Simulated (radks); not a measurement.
All-electron atom: Au2+ in [Xe] 4f14 5d8 6d1 (not the ground configuration).

Method: Dirac Kohn-Sham, LDA (Slater exchange, Perdew-Wang correlation), spin-unpolarised, spherical densities, point nucleus; open shells fill j = l - 1/2 first; computed with a radial shooting solver on a logarithmic mesh with Libxc functionals.

Energy parts (hartree):
part                       energy
total                 -19035.6146
kinetic                21872.2630
electron-nucleus      -47883.2198
Hartree                 7329.1146
exchange-correlation    -353.7724

Orbitals (lengths in bohr, moments of r in powers of bohr; r(90%) holds 90 % of the orbital's charge):
\begin{tabular}{lrrrr}
orbital & occ. & eigenvalue (hartree) & <r^4> & r(90%) \\ \hline
1s1/2 & 2 & -2962.787 & 4.253e-07 & 0.0308 \\
2s1/2 & 2 & -523.2827 & 0.00006196 & 0.110 \\
2p1/2 & 2 & -501.9328 & 0.00003681 & 0.0967 \\
2p3/2 & 4 & -434.5366 & 0.00005703 & 0.108 \\
3s1/2 & 2 & -124.3161 & 0.002256 & 0.270 \\
3p1/2 & 2 & -114.7084 & 0.001967 & 0.262 \\
3p3/2 & 4 & -99.83912 & 0.002715 & 0.283 \\
3d3/2 & 4 & -83.85496 & 0.001801 & 0.257 \\
3d5/2 & 6 & -80.65712 & 0.001984 & 0.263 \\
4s1/2 & 2 & -27.81063 & 0.05078 & 0.585 \\
4p1/2 & 2 & -23.71608 & 0.05420 & 0.595 \\
4p3/2 & 4 & -20.14085 & 0.07434 & 0.644 \\
4d3/2 & 4 & -13.43424 & 0.08892 & 0.675 \\
4d5/2 & 6 & -12.76846 & 0.09787 & 0.692 \\
5s1/2 & 2 & -5.06616 & 1.330 & 1.32 \\
4f5/2 & 6 & -4.15693 & 0.1806 & 0.795 \\
4f7/2 & 8 & -4.01662 & 0.1914 & 0.806 \\
5p1/2 & 2 & -3.72718 & 1.877 & 1.44 \\
5p3/2 & 4 & -3.10471 & 2.719 & 1.58 \\
5d3/2 & 4 & -1.29651 & 9.267 & 2.15 \\
5d5/2 & 4 & -1.22878 & 10.59 & 2.23 \\
6d3/2 & 1 & -0.34948 & 721.5 & 6.43 \\
6d5/2 & 0 & -0.34304 & 773.4 & 6.54 \\
\end{tabular}

The highest occupied level is 6d3/2 at -9.510 eV. Summed over all electrons, <r^2> = 60.04 bohr^2, which gives a Langevin (diamagnetic) susceptibility term of -47.6 x 10^-6 cm^3/mol. The density falls to 0.001 e/bohr^3 at r = 4.63 bohr.
